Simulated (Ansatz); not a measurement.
Molecule: C4H12W, net charge 0, singlet state. This is an excited singlet: at this geometry the triplet lies 0.57 eV lower at RI-MP2/CBS(def2-TZVPPD,def2-QZVPPD)+[CCSD(T)-MP2]/def2-TZVPPD. 
Coordinates optimised at B3LYP-D3(BJ)/def2-TZVP (Ansatz, a first-principles code):
```
W
C 1 2.0959
H 2 1.0965 1 117.05
H 2 1.0965 3 108.84 1 -135.54
H 2 1.1059 3 107.59 4 -116.30
C 1 2.0959 2 112.01 3 55.52
H 6 1.0965 1 117.05 2 55.52
H 6 1.0965 7 108.84 1 -135.54
H 6 1.1059 7 107.59 8 -116.30
C 1 2.0959 2 112.01 3 172.58
H 10 1.0965 1 117.05 2 -55.52
H 10 1.0965 11 108.84 1 135.54
H 10 1.1059 11 107.59 12 116.30
C 1 2.0959 2 104.50 3 -65.95
H 14 1.0965 1 117.05 2 -65.95
H 14 1.0965 15 108.84 1 -135.54
H 14 1.1059 15 107.59 16 -116.30
```

Basis-set convergence of Hartree-Fock and CCSD(T) correlation energies (hartree) with Ansatz. Valence correlation only, unless marked. No spin-orbit coupling. The frozen core is the preceding noble-gas configuration, with the filled d and f shells of earlier blocks. In def2 rows, elements after Kr have scalar-relativistic effective core potentials.

The Hartree-Fock reference is unstable (checked in the largest basis), which strains HF and MP2. 

```csv
basis,functions,E(HF),"E(corr, CCSD(T))"
def2-SVPD,211,-224.61987,-0.91736
def2-TZVPPD,411,-224.81494,-1.05565
def2-QZVPPD,732,-224.82390,-1.09983
```

Extrapolating the two largest sets (X = 3 and 4) as X^-3: E(corr) = (64·(-1.09983) - 27·(-1.05565))/37 = -1.1321 Eh, an estimate of the basis-set limit. The largest set recovers 97.2 % of it, the smallest 81.0 %.
